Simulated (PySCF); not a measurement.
**Energy of Zn²⁺ (zinc, charge +2) between two integer charges**

The 3d beta orbital of [Ar] 3d10 is emptied in steps (occupation f), with all orbitals relaxed, ending at [Ar] 3d9. All numbers are calculated (PySCF 2.14, the spin-free X2C one-electron Hamiltonian (Gaussian nucleus), in aug-cc-pVTZ-DK). The exact energy is a straight line in f; departures are measured from the line between the end points of the same method.

```csv
f,BHandHLYP (eV),wB97X (eV),B3LYP (eV)
1,0.000,0.000,0.000
0.9,-0.231,-0.322,-0.597
0.7,-0.552,-0.763,-1.405
0.5,-0.671,-0.922,-1.686
0.3,-0.576,-0.785,-1.427
0.1,-0.251,-0.340,-0.616
0,0.000,0.000,0.000
```

Question: For B3LYP, how does the orbital energy at f = 1 compare with the removal energy?

Answer: −ε = 33.328 eV against a total-energy difference of 39.928 eV. By Janak's theorem ε = ∂E/∂f, so the gap between them reflects the curvature. Along the path −ε is 34.596 (f = 0.9), 37.192 (f = 0.7), 39.861 (f = 0.5), 42.593 (f = 0.3), 45.384 (f = 0.1) eV.

```tsv
method	E(f=0) − E(f=1) (eV)	−ε at f=1 (eV)	−ε at f=0.5 (eV)
BHandHLYP	39.148	36.617	39.078
wB97X	39.578	36.032	39.514
B3LYP	39.928	33.328	39.861
```

Reference removal energy between the ground levels: 39.723 eV (measured; NIST Atomic Spectra Database, ionization energies). The calculation has no spin-orbit coupling.
